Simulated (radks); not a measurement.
Ionisation of the carbon ion C2+, [He] 2s2, to [He] 2s1 as the strength of local exchange is varied. Calculated with a radial shooting solver on a logarithmic mesh with Libxc functionals: scalar-relativistic Kohn-Sham, Slater X-alpha exchange (alpha = 2/3 is LDA exchange), no correlation, spin-polarised, spherical densities, point nucleus.

alpha,E(C2+) (hartree),exchange (hartree),IE (eV),-e of the level emptied (eV),<r> of it (bohr)
0.552,-35.23451,-3.05246,43.511,36.912 (2s),1.399
0.556,-35.25664,-3.07573,43.564,36.975 (2s),1.398
0.58,-35.38956,-3.21572,43.882,37.350 (2s),1.393
0.667,-35.87390,-3.72817,45.047,38.725 (2s),1.375
0.766,-36.42982,-4.32085,46.393,40.320 (2s),1.354
0.892,-37.14470,-5.08986,48.137,42.396 (2s),1.330
0.937,-37.40201,-5.36849,48.769,43.150 (2s),1.321
0.961,-37.53968,-5.51795,49.108,43.554 (2s),1.316

NIST Atomic Spectra Database: 47.888 eV (measured). The Delta-SCF value meets it near alpha = 0.87.
